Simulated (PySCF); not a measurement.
## Spin-state energies of [Fe(NH3)5]2+

[Fe(NH3)5]2+: Fe(II) (d6), charge +2. The structure is a PBE0-D3(BJ)/def2-SVP, IEF-PCM water geometry optimised for multiplicity 5; coordination trigonal bipyramidal, point group C1, metal–donor distances 2.15–2.21 Å.

```
21

Fe    0.000    0.000    0.000
N     0.036    0.058    2.207
H     0.981    0.095    2.596
H    -0.443    0.869    2.604
H    -0.405   -0.752    2.647
N     0.010    0.069   -2.205
H    -0.927    0.070   -2.614
H     0.482    0.886   -2.597
H     0.482   -0.740   -2.614
N     2.133   -0.262   -0.037
H     2.618    0.638   -0.014
H     2.505   -0.794    0.752
H     2.470   -0.736   -0.878
N    -1.262    1.744   -0.069
H    -1.571    2.100    0.837
H    -0.804    2.530   -0.537
H    -2.115    1.568   -0.606
N    -1.038   -1.882   -0.057
H    -1.254   -2.296    0.852
H    -1.935   -1.798   -0.541
H    -0.523   -2.597   -0.573
```

Method (PySCF 2.14, density fitting): CASSCF(6,5) with orbitals averaged over all microstates of the shell, strongly contracted NEVPT2 on the averaged canonical orbitals; basis x2c-TZVPall on the metal, x2c-SVPall elsewhere; spin-free X2C; IEF-PCM water; spin-orbit coupling by state interaction with the mean-field operator over all roots.

The unrestricted Kohn–Sham energies use the same basis, Hamiltonian, solvent and geometry. All energies are vertical, in cm⁻¹ above the lowest state with 2S+1 = 5; a negative value means that the lower spin is more stable.

```json
{"method": "BP86", "2S+1 = 3": "2166", "2S+1 = 1": "9886"}
{"method": "TPSSh", "2S+1 = 3": "4683", "2S+1 = 1": "12351"}
{"method": "B3LYP", "2S+1 = 3": "5145", "2S+1 = 1": "13004"}
{"method": "PBE0", "2S+1 = 3": "7577", "2S+1 = 1": "16946"}
```

Question: What do CASSCF and NEVPT2 in the d shell give?

Answer: 
```csv
method,2S+1 = 3,2S+1 = 1
CASSCF,14326,23253
NEVPT2,9960,18427
```

Question: How does exact exchange act on the 2S+1 = 1 state?

Answer: From BP86 (0 % exact exchange) to PBE0 (25 %) it moves by +7060 cm⁻¹ against the high-spin state, so more exact exchange favours high spin, the usual trend.

The functionals differ in more than their exact exchange.

The active space of the d orbitals alone lacks metal–ligand bonding pairs, which usually tilts NEVPT2 towards high spin.
